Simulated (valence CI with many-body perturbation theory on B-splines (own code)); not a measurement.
Results of a calculation; reference values are marked as such.
# Cd34+: what each term of the Hamiltonian does

Method: relativistic CI+MBPT: four valence electrons over a frozen Dirac-Fock core [Ne], radial functions for each j: 11 s, 11 p, 9 d, 7 f, 5 g, 2 h, 1 i, with the one-electron correlation potential Σ1, the two-electron term Σ2, the three-electron term Σ3, Breit, model QED; selected CI, second order for the rest (own B-spline code, finite nucleus).

No measured spectrum was set against this ion. As an estimate, large intervals hold to a few tenths of a per cent, small ones and those within an open d or f shell to about a per cent.

Each rung adds one term. CI alone is the Dirac-Coulomb CI over the frozen core; QED comes last and gives the full result, which names the levels. Energies are above (3s^2 3p1/2^2) J=0 on the same rung, in eV.

Levels are named by their leading jj configuration (3d3/2^4 stands for four electrons in 3d with j = 3/2), which in mixed levels can hold well under half, so a name can repeat and another be missing. Letters in brackets count levels of one name in rising energy.

```
                     Level  CI alone      Σ1      Σ2      Σ3   Breit     QED    Full
    (3s^2 3p1/2 3p3/2) J=1     41.08  +0.060  +0.057  +0.015  -0.720  +0.087   40.58
    (3s^2 3p1/2 3p3/2) J=2     46.65  +0.062  +0.028  +0.003  -0.840  +0.091   46.00
        (3s^2 3p3/2^2) J=2     91.65  +0.121  +0.080  +0.007  -1.505  +0.172   90.52
        (3s^2 3p3/2^2) J=0    103.76  +0.122  +0.025  -0.025  -1.386  +0.163  102.66
    (3s 3p1/2^2 3p3/2) J=2    125.54  -0.132  +0.113  +0.059  -0.135  -0.784  124.66
    (3s 3p1/2^2 3p3/2) J=1    142.98  -0.129  -0.073  +0.041  -0.161  -0.714  141.94
(3s 3p1/2 3p3/2^2) J=2 [a]    162.46  -0.077  +0.175  +0.067  -0.812  -0.609  161.21
    (3s^2 3p1/2 3d3/2) J=2    167.00  -0.112  -0.083  -0.005  -1.143  -0.076  165.58
    (3s 3p1/2 3p3/2^2) J=3    171.88  -0.071  +0.114  +0.057  -1.093  -0.561  170.33
    (3s 3p1/2 3p3/2^2) J=0    184.31  -0.074  +0.043  +0.034  -0.714  -0.656  182.95
(3s 3p1/2 3p3/2^2) J=1 [a]    186.38  -0.091  -0.296  -0.008  -0.846  -0.460  184.68
(3s 3p1/2 3p3/2^2) J=2 [b]    189.72  -0.068  -0.165  -0.003  -1.263  -0.289  187.93
    (3s^2 3p1/2 3d5/2) J=3    191.87  -0.062  -0.235  -0.053  -1.580  -0.086  189.85
    (3s^2 3p1/2 3d3/2) J=1    194.05  -0.094  -0.396  -0.045  -0.933  -0.384  192.20
    (3s^2 3p1/2 3d5/2) J=2    200.19  -0.072  -0.539  -0.062  -1.126  -0.348  198.04
(3s 3p1/2 3p3/2^2) J=1 [b]    202.75  -0.082  -0.558  -0.021  -0.752  -0.631  200.71
(3s^2 3p3/2 3d5/2) J=2 [a]    219.27  -0.008  +0.068  +0.034  -1.880  -0.251  217.24
    (3s^2 3p3/2 3d5/2) J=4    227.15  +0.001  -0.074  -0.030  -2.383  +0.094  224.76
    (3s^2 3p3/2 3d3/2) J=1    231.09  -0.056  -0.502  -0.063  -1.635  -0.108  228.73
```

The middle columns are the shifts that each term adds.

Q: How does the ionisation energy move along the ladder, and which term matters most?

A: CI alone 2195.0, + Σ1 2195.9, + Σ2 2195.9, + Σ3 2195.7, + Breit 2193.7, + QED 2193.8 eV. The largest step is Breit, -2.0 eV. NIST lists 2195 ± 4 eV (semi-empirical).
